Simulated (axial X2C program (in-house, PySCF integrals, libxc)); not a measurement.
**Curves of SSmS(+3) from open-shell CI on f(δφ)1 f(π)0**

Computed with an in-house all-electron X2C program for linear molecules (integrals from PySCF): two-component X2C with atomic mean-field Coulomb and Gaunt terms, basis S dyall-v2z, Sm dyall-v2z (cores contracted in-house). Orbitals come from Hartree–Fock averaged over the configuration Sm f(δφ)1 f(π)0; CI then distributes these electrons over the f(δφ), f(π) shells of Sm.

Scan along the symmetric stretch (R is each bond); masses S 31.972 u, Sm 151.920 u, S 31.972 u. Energies in cm⁻¹ from the lowest point; levels are followed by energy order within each Ω. Lowest level at 3.057 Å: 100% f(δφ)1.

```tsv
R (Å)	(1)Ω=5/2	(1)Ω=7/2	(1)Ω=3/2	(2)Ω=5/2
2.843	1542	9303	16395	25407
2.950	308	8082	15123	24163
3.057	0	7784	14775	23837
3.179	427	8220	15160	24240
3.302	1439	9238	16131	25224
3.439	3030	10836	17682	26785
3.607	5401	13212	20008	29119
```

**Question.** Fit the curves (1)Ω=5/2, (1)Ω=7/2, (1)Ω=3/2, (2)Ω=5/2 near their minima.

**Answer.** From the open-shell CI curves, Te from the lowest:

```
   level  Te (cm⁻¹)  Re (Å)  ωe (cm⁻¹)
(1)Ω=5/2          0   3.048      174.0
(1)Ω=7/2       7783   3.047      174.2
(1)Ω=3/2      14777   3.055      172.4
(2)Ω=5/2      23839   3.052      172.6
```

Without dynamic correlation distances can be off by several hundredths of an Å (long for ionic bonds, short for multiple bonds) and the wavenumbers are rough.

There is no dynamic correlation: spin–orbit spacings and, for f shells, spacings inside one term are the most reliable numbers, splittings between terms come out too wide, and energies between configurations are not reliable, so the lowest level need not be the ground state of the molecule. At most 6 roots were kept for each Ω > 0 (twice that for Ω = 0) within 3.5 eV of the lowest, so higher up levels can be missing between those listed; levels with Ω > 0 are doubly degenerate and listed once, Ω = 0 levels singly. States that fill the shells left empty in the average are placed too high. The molecule was held linear; bending was not examined.
